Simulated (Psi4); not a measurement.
CHAlClNO (SMILES O=C=[N][AlH][Cl]), singlet, at a GFN2-xTB geometry (such geometries of metal compounds can be far from the true shape).

Here is a job for Psi4.
```
memory 2 GB

molecule {
0 1
Al   -0.38930082   -0.75668200    0.50259179
Cl    1.32440626   -1.08909672    1.50299283
H    -1.65416971   -1.56624401    0.68938564
N    -0.53676145    0.55434474   -0.70819965
C    -0.74892359    1.39477249   -1.53303043
O    -0.94361930    2.20858827   -2.32729712
}

set {
  basis sto-3g
  freeze_core true
}

energy('mp2')
print_variables()
```

Problem. What does this run give for the number of basis functions, nuclear repulsion energy, MP2 correlation energy, total energy?

Solution. 
number of basis functions: 34
nuclear repulsion energy: 219.9142 Eh
MP2 correlation energy: -0.2209 Eh
total energy: -859.4971 Eh
